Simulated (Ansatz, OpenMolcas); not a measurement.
From Ansatz to OpenMolcas

Ansatz 0.2.0 runs this on CH4AlNO (SMILES C1[NH][AlH][O]1):

in.yaml:
```yaml
crystal:
  periodic: [false, false, false]
  atoms:
    - symbol: C
      position_ang: [-0.254000, 0.762000, -0.440000]
    - symbol: N
      position_ang: [0.576900, 0.253100, 0.654700]
    - symbol: Al
      position_ang: [0.036100, -1.359500, 0.209100]
    - symbol: O
      position_ang: [-0.820500, -0.429100, -0.975000]
    - symbol: H
      position_ang: [0.332400, 1.276900, -1.213500]
    - symbol: H
      position_ang: [-1.052500, 1.431000, -0.090700]
    - symbol: H
      position_ang: [1.107700, 0.887000, 1.221500]
    - symbol: H
      position_ang: [0.166000, -2.878600, 0.578000]
basis:
  gaussian: {orbitals: def2-SVPD}
hamiltonian: {xc: {name: BLYP}}
accuracy: high
output: {orbitals: {seedname: orbitals}}
```

```bash
$ ansatz run in.yaml --threads 1 --pin off --max-ram 3480MiB --events-out events.jsonl --progress --plain --runs-dir runs
```

The shape is that of a PBE0-D4/def2-TZVP optimisation.

It gives a total energy of -412.711110 Eh.

Task: How is this level of theory, on these atoms, set up in OpenMolcas 26.06 as an input file of the program's own, asking for the gradient?

Result: One way, which was run:

calc.input:
```
* CH4AlNO Kohn-Sham DFT
>>> EXPORT MOLCAS_PRINT=2
&GATEWAY
BasLib=$CurrDir
Coord
8
angstrom
C       -0.254000       0.762000      -0.440000
N        0.576900       0.253100       0.654700
Al       0.036100      -1.359500       0.209100
O       -0.820500      -0.429100      -0.975000
H        0.332400       1.276900      -1.213500
H       -1.052500       1.431000      -0.090700
H        1.107700       0.887000       1.221500
H        0.166000      -2.878600       0.578000
Basis=def2-SVPD
Group=NoSym
&SEWARD
GridInput
Grid=UltraFine
End of Grid
&SCF
KSDFT=BLYP
Thresholds=1e-10 1e-07 1e-07 1e-05
PrOrbitals=1 2
&ALASKA
```

```bash
$ export MOLCAS_MEM=1860
$ pymolcas calc.input > calc.log
```

(Basis files named in the input come from the Basis Set Exchange and aren't shown.)

Its energy is -412.711110 Eh, the same as the first but for the last digit, at most.
